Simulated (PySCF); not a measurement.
A calculated (M06-2X, PySCF 2.14, aug-cc-pCVQZ-DK, the spin-free X2C one-electron Hamiltonian (Gaussian nucleus)) atom or ion has these occupied shells.

```json
{"shell": "1s α", "electrons": "1", "orbital energy (eV)": "-736.86", "rms radius, mean of both spins (bohr)": "0.204"}
{"shell": "1s β", "electrons": "1", "orbital energy (eV)": "-733.29", "rms radius, mean of both spins (bohr)": "0.204"}
{"shell": "2s α", "electrons": "1", "orbital energy (eV)": "-78.081", "rms radius, mean of both spins (bohr)": "0.994"}
{"shell": "2p α", "electrons": "3", "orbital energy (eV)": "-57.164", "rms radius, mean of both spins (bohr)": "1.00"}
{"shell": "2p β", "electrons": "1", "orbital energy (eV)": "-49.767", "rms radius, mean of both spins (bohr)": "1.00"}
```

Q: Name the element and its charge.

A: F²⁺ (fluorine, charge +2), in [He] 2s1 2p4, high-spin 4P determinant (an excited configuration).
